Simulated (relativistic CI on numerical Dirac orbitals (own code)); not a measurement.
# V¹⁹⁺: sensitivity of the levels to the model

Base calculation: Dirac-Coulomb-Breit CI, KLI orbitals optimised for each configuration, model QED, unscaled Slater integrals.

Configurations in the expansion (outside the closed core 1s2): 2s², 2s2p, 2p², 2p3s, 2p3p, 2s3s, 2s3p, 2s3d, 2s4s, 2s4p, 2s4d, 2s4f, 3s², 3s3p, 3p². Levels of other configurations are missing.

Variants: (1) QED terms removed; (2) Breit term removed. Shifts of the energy above 2s² ¹S0, in eV, for the lowest level and the first level of each name with at least 55 % of one term (blank where a level changes its place among those of its configuration and J or its character, or is not in the variant):

| Level | Base | Δ(1) | Δ(2) |
| --- | --- | --- | --- |
| 2s² ¹S0 | 0.000 | 0.000 | 0.000 |
| 2s2p ³P°0 | 37.709 | +0.291 | -0.384 |
| 2s2p ³P°1 | 40.148 | +0.286 | -0.207 |
| 2s2p ³P°2 | 46.611 | +0.269 | +0.079 |
| 2s2p ¹P°1 | 79.468 | +0.277 | -0.056 |
| 2p² ³P0 | 102.072 | +0.601 | -0.591 |
| 2p² ³P1 | 106.580 | +0.589 | -0.382 |
| 2p² ³P2 | 110.589 | +0.583 | -0.074 |
| 2p² ¹D2 | 122.642 | +0.573 | -0.004 |
| 2p² ¹S0 | 147.621 | +0.550 | -0.321 |
| 2s3s ³S1 | 843.437 | +0.191 | +0.302 |
| 2s3s ¹S0 | 850.773 | +0.196 | +0.275 |
| 2s3p ³P°1 | 861.907 | +0.281 | +0.214 |
| 2s3p ³P°0 | 861.954 | +0.276 | +0.158 |

At this charge energies of transitions that change n are usually good to better than 1 %, and those within a shell (Δn = 0) to a few per cent.

Ionisation energy from the two ground configurations alone: base 1480.15 eV; Breit term removed 1480.57 eV. The NIST ASD value (semi-empirical) is 1486.7 eV.

LS names give the leading component of a level, which can be under half, so a name can repeat, a term be missing and a line seem to break the LS rules.
